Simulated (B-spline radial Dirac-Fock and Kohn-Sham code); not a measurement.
## Total conversion coefficients at 100 keV, Ba to Lu

Calculated with a B-spline atomic structure program, using a Dirac-Hartree-Slater potential of the neutral atom with a Latter tail (no hole, which puts coefficients of high multipoles low close above an edge), finite nucleus with surface currents. Subshells within 1 keV of threshold and pair formation are left out.

```tsv
Z	element	E1	E4	M1	M3	M5
56	Ba	0.228	366	0.995	84.3	9320
57	La	0.236	397	1.09	91.4	10300
58	Ce	0.244	431	1.19	99.0	11300
59	Pr	0.252	467	1.31	107	12400
60	Nd	0.260	506	1.43	116	13700
61	Pm	0.268	549	1.56	125	15100
62	Sm	0.277	594	1.70	135	16600
63	Eu	0.285	644	1.86	146	18300
64	Gd	0.293	698	2.03	157	20200
65	Tb	0.301	755	2.22	170	22300
66	Dy	0.310	817	2.41	183	24600
67	Ho	0.318	883	2.63	197	27100
68	Er	0.326	955	2.87	212	29900
69	Tm	0.335	1030	3.13	228	33000
70	Yb	0.343	1110	3.40	246	36500
71	Lu	0.351	1200	3.70	265	40300
```
